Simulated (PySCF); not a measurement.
B(CCH)(Cl)(H) (C2H2BCl), SMILES C#CBCl. Heavy atoms are numbered as in [BH:1]([C:2]#[CH:3])[Cl:5]. Hydrogens are named by the atom that carries them.

Geometry: B3LYP-D3(BJ)/def2-SVP.

Level of theory: CAM-B3LYP/def2-TZVPD in PySCF.

Mulliken values depend strongly on the basis, most of all with diffuse functions as here. ESP charges are fitted to the potential on shells at 1.4 to 2.0 van der Waals radii. Atomic charges (e), one atom of each kind:

```tsv
atom	Mulliken	ESP fit
B1 (BH)	0.13	0.28
C2	-0.05	-0.06
C3 (CH)	-0.29	-0.35
H on C3	0.39	0.31
Cl5	-0.18	-0.13
H on B1	0.00	-0.05
```
